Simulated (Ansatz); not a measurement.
```yaml
crystal:
  periodic: [false, false, false]
  atoms:
    - {symbol: O, position_ang: [-1.282245, 0.423372, -1.150545]}
    - {symbol: Ga, position_ang: [0.000012, -0.000557, -0.000096]}
    - {symbol: O, position_ang: [-0.419749, -0.539610, 1.637166]}
    - {symbol: O, position_ang: [1.702124, 0.116265, -0.486562]}
    - {symbol: H, position_ang: [-2.164880, 0.325510, -0.786198]}
    - {symbol: H, position_ang: [0.347634, -0.742672, 2.176854]}
    - {symbol: H, position_ang: [1.817103, 0.417681, -1.390619]}
basis:
  gaussian: {orbitals: cc-pVTZ-DK}
magnetization: {spin_polarized: true, initial_magnetization: 1}
hamiltonian: {xc: {name: PBE0-DH}}
output: {forces: true}
```

```sh
$ ansatz run in.yaml --threads 2 --pin off --events-out ev --progress --plain --max-ram 32768MiB --backend cpu
```

Problem. How does Ansatz answer? (Estimate.)

Solution. Ansatz gave: The input was rejected before any iteration.
```
Error: a molecule whose nuclei and cores have a total charge of 58 cannot have a net charge of 0 together with 1 unpaired electrons
```
